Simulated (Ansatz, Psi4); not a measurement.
Interaction energy of H6Si2 ··· H4OSi (SMILES [SiH3][SiH3] and O[SiH3]). Monomers: optimised at B3LYP-D3(BJ) (def2-TZVP), held rigid. Orientation: a higher rigid-body minimum at GFN2-xTB. The monomers approach along the line of their centres of mass (distance R); nothing else relaxes.

Geometry at R = 3.85 Å (first 8 atoms: monomer A):
```
14

Si    -1.1657     0.1209    -0.0207
Si     1.1657    -0.1210     0.0207
H     -1.7610    -0.8010    -1.0185
H     -1.5322     1.5119    -0.3828
H     -1.7389    -0.1886     1.3118
H      1.5324    -1.5112     0.3853
H      1.7611     0.8029     1.0166
H      1.7386     0.1861    -1.3125
Si     0.3893    -2.8378    -2.9961
O     -0.1124    -1.2751    -3.1886
H      1.8546    -2.9187    -2.7747
H      0.0579    -3.6685    -4.1806
H     -0.3260    -3.3477    -1.8102
H      0.2453    -0.7637    -3.9179
```

Computed with: PBE/def2-TZVP, counterpoise-corrected (Psi4); PBE-D3(BJ)/def2-TZVP, counterpoise-corrected (Psi4); wB97X-D/def2-TZVP, counterpoise-corrected (Psi4); CCSD(T)/aug-cc-pVDZ = CCSD(T) on RHF/aug-cc-pVDZ, frozen core, counterpoise-corrected run with Ansatz (a first-principles code).

Interaction energies in kcal/mol; the last columns give the difference from CCSD(T):

| R / Å | PBE/def2-TZVP | PBE-D3(BJ)/def2-TZVP | wB97X-D/def2-TZVP | CCSD(T)/aug-cc-pVDZ | PBE/def2-TZVP − CCSD(T)/aug-cc-pVDZ | PBE-D3(BJ)/def2-TZVP − CCSD(T)/aug-cc-pVDZ | wB97X-D/def2-TZVP − CCSD(T)/aug-cc-pVDZ |
|---|---|---|---|---|---|---|---|
| 3.49 | 1.93 | -0.64 | -0.24 | 0.66 | 1.28 | -1.30 | -0.90 |
| 3.66 | 0.83 | -1.45 | -1.15 | -0.45 | 1.28 | -1.00 | -0.70 |
| 3.85 | 0.13 | -1.84 | -1.53 | -1.05 | 1.17 | -0.79 | -0.49 |
| 4.08 | -0.27 | -1.88 | -1.54 | -1.26 | 0.99 | -0.62 | -0.27 |
| 4.28 | -0.40 | -1.73 | -1.37 | -1.22 | 0.82 | -0.51 | -0.14 |
| 4.53 | -0.42 | -1.46 | -1.12 | -1.06 | 0.64 | -0.40 | -0.06 |
| 4.83 | -0.36 | -1.12 | -0.85 | -0.82 | 0.46 | -0.30 | -0.03 |
| 5.34 | -0.21 | -0.66 | -0.52 | -0.49 | 0.28 | -0.17 | -0.03 |
| 6.06 | -0.08 | -0.30 | -0.25 | -0.24 | 0.16 | -0.06 | -0.01 |
| 7.04 | -0.02 | -0.11 | -0.10 | -0.10 | 0.08 | -0.01 | 0.00 |
| 8.31 | -0.01 | -0.04 | -0.04 | -0.04 | 0.03 | 0.00 | 0.00 |

PBE/def2-TZVP is furthest from CCSD(T)/aug-cc-pVDZ at 3.49 (1.28 kcal/mol, above); its mean absolute difference over the points is 0.65 kcal/mol.

PBE-D3(BJ)/def2-TZVP is furthest from CCSD(T)/aug-cc-pVDZ at 3.49 (-1.30 kcal/mol, below); its mean absolute difference over the points is 0.47 kcal/mol.

wB97X-D/def2-TZVP is furthest from CCSD(T)/aug-cc-pVDZ at 3.49 (-0.90 kcal/mol, below); its mean absolute difference over the points is 0.24 kcal/mol.
